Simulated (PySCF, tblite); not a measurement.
Species: CH9O2PSi2.
SMILES with atom numbers: `[CH3:1][O:2][Si@@H:3]([PH2:4])[O:5][SiH3:6]` (hydrogens: H7, H8, H9 on C1; H10 on Si3; H11, H12 on P4; H13, H14, H15 on Si6)

Computed with GFN2-xTB (tblite), gas phase: Langevin dynamics at 400 K from the optimised GFN2-xTB geometry, time step 0.5 fs, friction 0.01 fs⁻¹, 2000 steps. Over the second half of the run the saved frames average 375 K.

Frame at 250 fs, instantaneous temperature 366 K:
```
atom  x, y, z in Å
C1      1.699    1.361   -0.190
O2      1.513   -0.007   -0.167
Si3     0.177   -0.684   -0.747
P4      0.075   -2.509    0.649
O5     -1.142    0.321   -0.544
Si6    -2.393    0.598    0.483
H7      0.773    1.814    0.034
H8      2.511    1.716    0.466
H9      2.035    1.622   -1.254
H10     0.276   -0.774   -2.287
H11    -0.397   -3.282   -0.392
H12     1.393   -2.752    0.287
H13    -3.477    0.861   -0.358
H14    -2.332    1.645    1.540
H15    -2.536   -0.750    1.071
```

Frame at 425 fs, instantaneous temperature 510 K:
```
atom  x, y, z in Å
C1      1.624    1.693   -0.011
O2      1.546    0.333    0.210
Si3     0.430   -0.683   -0.406
P4      0.538   -2.528    0.656
O5     -1.081   -0.102   -0.542
Si6    -2.294    0.032    0.570
H7      0.703    2.178    0.291
H8      2.415    2.245    0.520
H9      1.702    1.703   -1.096
H10     0.613   -0.655   -1.875
H11    -0.757   -2.989    0.165
H12     1.106   -3.264   -0.391
H13    -3.334    0.625   -0.134
H14    -1.721    0.682    1.828
H15    -2.638   -1.389    0.924
```

Frame at 625 fs, instantaneous temperature 334 K:
```
atom  x, y, z in Å
C1      0.971    2.084    0.045
O2      1.137    0.728    0.252
Si3     0.161   -0.310   -0.612
P4      0.896   -2.078    0.630
O5     -1.391    0.042   -0.497
Si6    -2.637    0.147    0.586
H7      0.333    2.542    0.826
H8      2.010    2.483    0.142
H9      0.513    2.361   -0.912
H10     0.532   -0.276   -2.005
H11     0.715   -3.117   -0.260
H12     2.296   -1.919    0.462
H13    -2.877    1.546    0.743
H14    -2.145   -0.583    1.694
H15    -3.715   -0.670    0.070
```

Frame at 800 fs, instantaneous temperature 381 K:
```
atom  x, y, z in Å
C1      1.068    1.885    0.760
O2      1.121    0.493    0.828
Si3     0.447   -0.479   -0.310
P4      0.301   -2.330    0.839
O5     -1.001    0.067   -0.514
Si6    -2.569   -0.028   -0.265
H7      0.208    2.271    0.208
H8      0.876    2.135    1.856
H9      1.921    2.386    0.308
H10     1.101   -0.374   -1.552
H11    -0.153   -2.939   -0.260
H12     1.549   -2.837    0.678
H13    -3.312    1.215   -0.508
H14    -2.613   -0.420    1.074
H15    -3.004   -1.136   -1.040
```

Frame at 1000 fs, instantaneous temperature 352 K:
```
atom  x, y, z in Å
C1      1.375    1.738    1.561
O2      1.407    0.410    1.026
Si3     0.774   -0.378   -0.232
P4      0.416   -2.367    0.781
O5     -0.740    0.203   -0.536
Si6    -2.219    0.028   -0.937
H7      0.539    1.808    2.316
H8      2.253    1.959    2.236
H9      1.172    2.462    0.793
H10     1.384   -0.220   -1.559
H11     0.570   -3.294   -0.290
H12     1.686   -2.504    1.355
H13    -2.618    0.861   -2.203
H14    -2.999    0.598    0.192
H15    -2.436   -1.346   -1.012
```

Q: What do single points at PBE0/pcSseg-1 (PySCF, gas phase) give on these frames?

A: 
```json
{"t (fs)": "250", "GFN2-xTB E above start (eV)": "0.57", "DFT E above lowest frame (eV)": "0.12", "HOMO (eV)": "-7.56", "LUMO (eV)": "0.04", "dipole (D)": "1.13"}
{"t (fs)": "425", "GFN2-xTB E above start (eV)": "0.67", "DFT E above lowest frame (eV)": "0.39", "HOMO (eV)": "-7.48", "LUMO (eV)": "-0.44", "dipole (D)": "1.45"}
{"t (fs)": "625", "GFN2-xTB E above start (eV)": "0.45", "DFT E above lowest frame (eV)": "0.00", "HOMO (eV)": "-6.87", "LUMO (eV)": "-0.15", "dipole (D)": "2.22"}
{"t (fs)": "800", "GFN2-xTB E above start (eV)": "0.61", "DFT E above lowest frame (eV)": "0.50", "HOMO (eV)": "-7.46", "LUMO (eV)": "0.16", "dipole (D)": "1.85"}
{"t (fs)": "1000", "GFN2-xTB E above start (eV)": "0.69", "DFT E above lowest frame (eV)": "0.25", "HOMO (eV)": "-7.24", "LUMO (eV)": "0.19", "dipole (D)": "1.81"}
```

The two levels order the frames differently by energy; measured from each level's lowest frame they differ by 0.34 eV at most. The HOMO–LUMO gap runs from 6.72 to 7.62 eV. These are instantaneous structures, not minima.

Q: And the isotropic GIAO shieldings (ppm) from the same runs?

A: 
| atom | 250 fs | 425 fs | 625 fs | 800 fs | 1000 fs | mean | range |
| --- | --- | --- | --- | --- | --- | --- | --- |
| C1 | 134.9 | 135.1 | 131.3 | 134.6 | 128.2 | 132.8 | 6.9 |
| O2 | 289.4 | 288.3 | 286.6 | 289.2 | 294.6 | 289.6 | 8.0 |
| Si3 | 355.6 | 361.3 | 365.8 | 361.8 | 370.6 | 363.0 | 15.0 |
| P4 | 621.9 | 612.0 | 575.1 | 638.2 | 566.5 | 602.7 | 71.7 |
| O5 | 276.5 | 269.6 | 294.1 | 296.8 | 273.6 | 282.1 | 27.2 |
| Si6 | 390.5 | 390.0 | 385.5 | 398.8 | 403.2 | 393.6 | 17.7 |
| H7 | 28.2 | 28.0 | 27.5 | 27.9 | 26.9 | 27.7 | 1.3 |
| H8 | 27.6 | 27.5 | 26.8 | 26.4 | 26.8 | 27.0 | 1.2 |
| H9 | 27.0 | 27.3 | 27.9 | 28.1 | 27.8 | 27.6 | 1.1 |
| H10 | 25.1 | 26.1 | 26.3 | 26.8 | 25.7 | 26.0 | 1.7 |
| H11 | 31.1 | 29.0 | 30.5 | 32.2 | 29.4 | 30.4 | 3.2 |
| H12 | 30.9 | 30.0 | 29.5 | 31.3 | 29.7 | 30.3 | 1.8 |
| H13 | 27.5 | 27.5 | 26.9 | 26.7 | 25.5 | 26.8 | 2.0 |
| H14 | 26.3 | 25.8 | 26.8 | 27.3 | 26.4 | 26.5 | 1.5 |
| H15 | 26.3 | 26.3 | 26.9 | 27.3 | 27.4 | 26.8 | 1.1 |

What follows is the cost of the whole dynamics run. Hardware: one thread, Intel Xeon at 2.50 GHz (x86_64), on a shared host. Cost: 40 s of wall time, 0.18 GiB resident at most.
